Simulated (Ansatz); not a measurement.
Compare A (`C[SiH2]C(O)(F)F`) with its isomer B (`OC(F)([SiH3])CF`).

Gas-phase electronic energies from Ansatz, PBE0-D4/def2-TZVP geometries. CBS: MP2 limit from def2 TZ/QZ plus the TZ coupled-cluster correction, frozen cores. DFT in def2-TZVPP. B3LYP here is the variant with VWN-RPA as its local correlation; programs differ in this. One conformer a species, not always the lowest.

Which is lower in electronic energy at CCSD(T)/CBS, and by how much? (Estimate.)

The calculation gave: A, by 21.7 kcal/mol.

Give E(B) − E(A) in kcal/mol with HF/def2-TZVPP, CCSD(T)/def2-TZVPP, B3LYP-D4, PBE-D4, r2SCAN-D4, ωB97M-V, PBE0-D4. (Best estimate.)

The calculation gave: HF/def2-TZVPP 22.0, CCSD(T)/def2-TZVPP 21.7, B3LYP-D4 21.8, PBE-D4 22.4, r2SCAN-D4 23.5, ωB97M-V 22.8, PBE0-D4 22.8. None reverses the order clearly.

Largest T1 diagnostic: 0.012.
